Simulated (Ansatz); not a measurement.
`O[SiH](F)O[SiH2]F` + `COC[SeH]` → `F[SiH2]OC[SeH]` + `CO[SiH](O)F`  (redistribution)

Computed with Ansatz on PBE0-D4/def2-TZVP structures; ΔE is electronic, products minus reactants. CCSD(T)/CBS is the MP2 limit (def2-TZVPP, def2-QZVPP) plus CCSD(T) − MP2 in def2-TZVPP, frozen cores. DFT in def2-TZVPP. B3LYP here is the variant with VWN-RPA as its local correlation; programs differ in this. For Se outer-core shells are correlated without core-valence functions, which leaves a few kJ/mol of doubt a bond. Scalar relativity is left out up to krypton. Each species was taken in one conformer, which may not be the lowest.

```csv
level,ΔE (kcal/mol)
PBE0-D4,8.4
ωB97M-V,8.2
B2PLYP,8.9
PBE,8.4
B3LYP,8.8
MP2/def2-TZVPP,9.1
HF/def2-QZVPP,9.8
CCSD/CBS(def2),8.9
```

(1) What does CCSD(T)/CBS give? (Estimate.)

Largest T1 diagnostic among the species: 0.012.

## Answers

(1) Computed: +8.8 kcal/mol. The listed levels differ from it by -0.4, -0.6, 0.1, -0.4, 0.0, 0.3, 1.0, 0.1 kcal/mol.
